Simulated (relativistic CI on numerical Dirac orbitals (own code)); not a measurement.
**Line list: Electric-dipole lines, Hf¹⁶⁺**

Method of calculation: Dirac-Coulomb-Breit CI, KLI orbitals optimised for each configuration, QED by a radiative potential, unscaled Slater integrals (own radial code, finite nucleus).

Configuration list (outside the closed core [Ar] 3d10): 4s2.4p6.4d10.4f10, 4s2.4p6.4d10.4f8.5s2, 4s2.4p6.4d10.4f8.5s.5p, 4s2.4p6.4d10.4f9.5p, 4s2.4p6.4d9.4f11, 4s2.4p6.4d10.4f9.6s, 4s2.4p6.4d10.4f9.5f, 4s2.4p6.4d8.4f12, 4s2.4p5.4d10.4f11, 4s2.4p6.4d10.4f9.7s, 4s.4p6.4d10.4f11, 4s2.4p4.4d10.4f12, 4p6.4d10.4f12, 4s.4p5.4d10.4f12. Levels of other configurations are missing.

| λ vac (Å) | Lower | Upper | A (s⁻¹) | E lower (cm⁻¹) | E upper (cm⁻¹) |
| --- | --- | --- | --- | --- | --- |
| 404.49 | 4s2.4p6.4d10.4f10 5G_6 [12] | 4s2.4p6.4d10.4f8.5s.5p 9G°_6 [390] | 1.02e+08 | 39552.1 | 286774.2 |
| 410.72 | 4s2.4p6.4d10.4f8.5s2 7F_6 [14] | 4s2.4p6.4d10.4f8.5s.5p 9G°_6 [390] | 2.55e+08 | 43297.7 | 286774.2 |
| 410.85 | 4s2.4p6.4d10.4f10 3G_5 [15] | 4s2.4p6.4d10.4f8.5s.5p 9G°_6 [390] | 5.32e+07 | 43373.9 | 286774.2 |
| 415.64 | 4s2.4p6.4d10.4f8.5s2 7F_5 [18] | 4s2.4p6.4d10.4f8.5s.5p 9G°_5 [397] | 3.17e+08 | 48891.2 | 289481.9 |
| 418.39 | 4s2.4p6.4d10.4f8.5s2 7F_4 [20] | 4s2.4p6.4d10.4f8.5s.5p 7F°_4 [400] | 3.26e+08 | 51607.0 | 290619.1 |
| 420.37 | 4s2.4p6.4d10.4f10 3F_4 [24] | 4s2.4p6.4d10.4f8.5s.5p 7F°_4 [400] | 1.04e+08 | 52732.8 | 290619.1 |
| 420.37 | 4s2.4p6.4d10.4f8.5s2 7F_5 [18] | 4s2.4p6.4d10.4f8.5s.5p 9G°_6 [390] | 1.38e+09 | 48891.2 | 286774.2 |
| 420.39 | 4s2.4p6.4d10.4f8.5s2 7F_4 [20] | 4s2.4p6.4d10.4f8.5s.5p 9G°_5 [397] | 1.09e+09 | 51607.0 | 289481.9 |
| 422.32 | 4s2.4p6.4d10.4f10 5G_3 [25] | 4s2.4p6.4d10.4f8.5s.5p 7F°_4 [400] | 2.50e+08 | 53829.8 | 290619.1 |
| 422.39 | 4s2.4p6.4d10.4f10 3F_4 [24] | 4s2.4p6.4d10.4f8.5s.5p 9G°_5 [397] | 3.21e+08 | 52732.8 | 289481.9 |
| 424.60 | 4s2.4p6.4d10.4f8.5s2 7F_3 [26] | 4s2.4p6.4d10.4f8.5s.5p 7F°_4 [400] | 8.15e+08 | 55102.2 | 290619.1 |
| 424.85 | 4s2.4p6.4d10.4f8.5s2 7F_3 [26] | 4s2.4p6.4d10.4f8.5s.5p 9G°_3 [399] | 3.71e+08 | 55102.2 | 290482.0 |
| 426.87 | 4s2.4p6.4d10.4f10 5G_5 [23] | 4s2.4p6.4d10.4f8.5s.5p 9G°_6 [390] | 1.29e+08 | 52511.7 | 286774.2 |
| 427.15 | 4s2.4p6.4d10.4f8.5s2 7F_2 [28] | 4s2.4p6.4d10.4f8.5s.5p 9G°_3 [399] | 6.63e+08 | 56370.7 | 290482.0 |
| 427.90 | 4s2.4p6.4d10.4f10 5G_6 [12] | 4s2.4p6.4d10.4f8.5s.5p 9F°_7 [375] | 4.08e+08 | 39552.1 | 273253.3 |
| 429.17 | 4s2.4p6.4d10.4f8.5s2 7F_2 [29] | 4s2.4p6.4d10.4f8.5s.5p 9G°_3 [399] | 2.64e+08 | 57471.5 | 290482.0 |
| 429.27 | 4s2.4p6.4d10.4f8.5s2 7F_2 [28] | 4s2.4p6.4d10.4f8.5s.5p 9F°_2 [395] | 3.67e+08 | 56370.7 | 289325.4 |
| 432.43 | 4s2.4p6.4d10.4f8.5s2 7F_1 [30] | 4s2.4p6.4d10.4f8.5s.5p 9F°_2 [395] | 7.48e+08 | 58072.9 | 289325.4 |
| 434.87 | 4s2.4p6.4d10.4f8.5s2 7F_6 [14] | 4s2.4p6.4d10.4f8.5s.5p 9F°_7 [375] | 1.06e+09 | 43297.7 | 273253.3 |
| 435.17 | 4s2.4p6.4d10.4f8.5s2 7F_1 [30] | 4s2.4p6.4d10.4f8.5s.5p 9F°_1 [392] | 5.50e+08 | 58072.9 | 287870.6 |
| 436.34 | 4s2.4p6.4d10.4f8.5s2 7F_0 [31] | 4s2.4p6.4d10.4f8.5s.5p 9F°_1 [392] | 6.16e+08 | 58691.6 | 287870.6 |
| 458.13 | 4s2.4p6.4d10.4f8.5s2 7F_6 [14] | 4s2.4p6.4d10.4f8.5s.5p 9F°_5 [363] | 4.85e+07 | 43297.7 | 261574.7 |
| 458.90 | 4s2.4p6.4d10.4f10 5G_6 [12] | 4s2.4p6.4d10.4f8.5s.5p 9F°_6 [358] | 6.25e+07 | 39552.1 | 257463.3 |
| 460.98 | 4s2.4p6.4d10.4f8.5s2 7F_4 [20] | 4s2.4p6.4d10.4f8.5s.5p 9F°_3 [372] | 1.13e+08 | 51607.0 | 268536.2 |
| 462.91 | 4s2.4p6.4d10.4f8.5s2 7F_5 [18] | 4s2.4p6.4d10.4f8.5s.5p 9F°_4 [367] | 9.06e+07 | 48891.2 | 264915.8 |
| 466.93 | 4s2.4p6.4d10.4f8.5s2 7F_6 [14] | 4s2.4p6.4d10.4f8.5s.5p 9F°_6 [358] | 1.63e+08 | 43297.7 | 257463.3 |
| 468.53 | 4s2.4p6.4d10.4f8.5s2 7F_3 [26] | 4s2.4p6.4d10.4f8.5s.5p 9F°_3 [372] | 1.04e+08 | 55102.2 | 268536.2 |
| 468.80 | 4s2.4p6.4d10.4f8.5s2 7F_4 [20] | 4s2.4p6.4d10.4f8.5s.5p 9F°_4 [367] | 1.21e+08 | 51607.0 | 264915.8 |
| 470.18 | 4s2.4p6.4d10.4f8.5s2 7F_5 [18] | 4s2.4p6.4d10.4f8.5s.5p 9F°_5 [363] | 1.67e+08 | 48891.2 | 261574.7 |
| 479.45 | 4s2.4p6.4d10.4f8.5s2 7F_5 [18] | 4s2.4p6.4d10.4f8.5s.5p 9F°_6 [358] | 5.39e+07 | 48891.2 | 257463.3 |

Terms are leading LS components. Brackets give the number of a level in order of energy, since labels repeat. The list gives strong lines, with weight on those to low levels, without lines whose two gauges differ by over a factor of 2.5, among the lowest 400 of 9731 levels, so that lines to higher ones, which can be the strongest, are missing. Levels whose partners in the same complex of configurations lie outside the list can be far off, and so can their lines. Rates are taken at the computed energies, electric ones in the length gauge.

At this charge transitions that keep the count of f electrons are usually good to a few per cent. Terms inside the open d or f shell come out 10 to 20 % too wide with unscaled integrals. Levels that differ in their count of f electrons can be misplaced by several ten thousand cm⁻¹, since the correlation energy of f electrons is missing or only estimated; rates across such gaps can be off by orders of magnitude.

(1) From the table, what is the radiative lifetime of 4s2.4p6.4d10.4f8.5s.5p 9G°_6?

## Answers

(1) The listed rates from this level add up to about 1.92e+09 s⁻¹, 99 % of its decay; with all channels τ = 5.19e-10 s.

LS names give the leading component of a level, which can be under half, so a name can repeat, a term be missing and a line seem to break the LS rules.
